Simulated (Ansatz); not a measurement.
Ansatz (an electronic-structure program) input (CCSD(T)/def2-QZVPPD):
A basis named .json is the Basis Set Exchange file of that set.

Ansatz 0.2 input:
```yaml
crystal:
  periodic: [false, false, false]
  atoms:
    - {symbol: Si, position_ang: [-0.00000000, -0.00000000, -1.03359826]}
    - {symbol: S, position_ang: [0.00000000, 0.00000000, 0.90439848]}
basis:
  gaussian:
    orbitals: def2-QZVPPD.json
total_charge: -1
magnetization: {spin_polarized: true, initial_magnetization: 1}
correlation: {method: ccsd_t, electrons: outside_noble_gas}
```

Output:

```
Functional definition: HF
integrals: 0.64 GiB planned
934 factors; integrals over basis functions are off by at most 1.1e-3 eV
mean field: 0.55 GiB planned
mean field evaluation 1: about -18679.9287 eV, gradient 9.3e0 eV
mean field evaluation 2: about -18680.0014 eV, gradient 9.4e0 eV
mean field evaluation 4: about -18681.0085 eV, gradient 1.6e0 eV
mean field evaluation 8: about -18681.1161 eV, gradient 4.0e-1 eV
mean field evaluation 16: about -18681.1274 eV, gradient 3.7e-5 eV
mean field evaluation 32: about -18681.1274 eV, gradient 8.8e-4 eV
mean field evaluation 64: about -18679.7990 eV, gradient 4.1e-3 eV
mean field evaluation 96: about -18681.1272 eV, gradient 3.6e-2 eV
mean field evaluation 128: about -18679.7992 eV, gradient 4.4e-3 eV
mean field evaluation 160: about -18679.7683 eV, gradient 1.7e-1 eV
mean field evaluation 192: about -18679.2794 eV, gradient 2.8e-3 eV
mean field evaluation 224: about -18677.3403 eV, gradient 1.4e0 eV
mean field evaluation 256: about -18676.9712 eV, gradient 1.7e-1 eV
mean field evaluation 288: about -18676.8683 eV, gradient 5.1e-3 eV
mean field evaluation 320: about -18677.0206 eV, gradient 3.4e-3 eV
mean field evaluation 352: about -18676.8560 eV, gradient 1.4e0 eV
mean field evaluation 384: about -18673.1892 eV, gradient 1.8e1 eV
mean field evaluation 416: about -18679.7934 eV, gradient 3.7e-1 eV
mean field evaluation 448: about -18679.7232 eV, gradient 3.3e-1 eV
mean field -18681.12738660 eV, -686.5187689347 hartree, gradient 3.7e-6 eV, S^2 0.775128; 9 other end points of the search recorded, 0 dependent functions left out
determinant -18681.12738660 eV, -686.5187689347 hartree, with singles and doubles -18689.72947181 eV, -686.8348897354 hartree
determinant -18679.79920240 eV, -686.4699590656 hartree, with singles and doubles -18688.35301274 eV, -686.7843057974 hartree
determinant -18679.27935317 eV, -686.4508549589 hartree, with singles and doubles -18687.79843723 eV, -686.7639255235 hartree
determinant -18678.21857314 eV, -686.4118720117 hartree, with singles and doubles -18685.95226712 eV, -686.6960800231 hartree
determinant -18677.89445156 eV, -686.3999607634 hartree, with singles and doubles -18686.33398362 eV, -686.7101078460 hartree
10 core orbitals not correlated
reference -18681.12738660 eV, -686.5187689347 hartree; 6, 5 occupied and 139, 140 virtual orbitals, 934 factors
second order -7.86514249 eV of doubles, -0.00000000 eV of singles
coupled cluster: 1.43 GiB planned
cycle   1  -8.42075255 eV  change   -5.0e-1 eV  update   2.3e-2
cycle   2  -8.44719140 eV  change   -2.6e-2 eV  update   5.0e-3
cycle   3  -8.44569434 eV  change    1.5e-3 eV  update   2.1e-3
cycle   4  -8.44627222 eV  change   -5.8e-4 eV  update   8.1e-4
cycle   5  -8.44649610 eV  change   -2.2e-4 eV  update   3.5e-4
cycle   6  -8.44653979 eV  change   -4.4e-5 eV  update   1.4e-4
cycle   7  -8.44658397 eV  change   -4.4e-5 eV  update   6.1e-5
cycle   8  -8.44662344 eV  change   -3.9e-5 eV  update   2.6e-5
cycle   9  -8.44662239 eV  change    1.1e-6 eV  update   1.1e-5
perturbative correction -0.53288177 eV, -0.0195830438 hartree
Total energy: -18690.10689076 eV, -686.8487596260 hartree
```

This state (charge -1, doublet) is run at the relaxed geometry of the species with charge 0 and multiplicity 1.
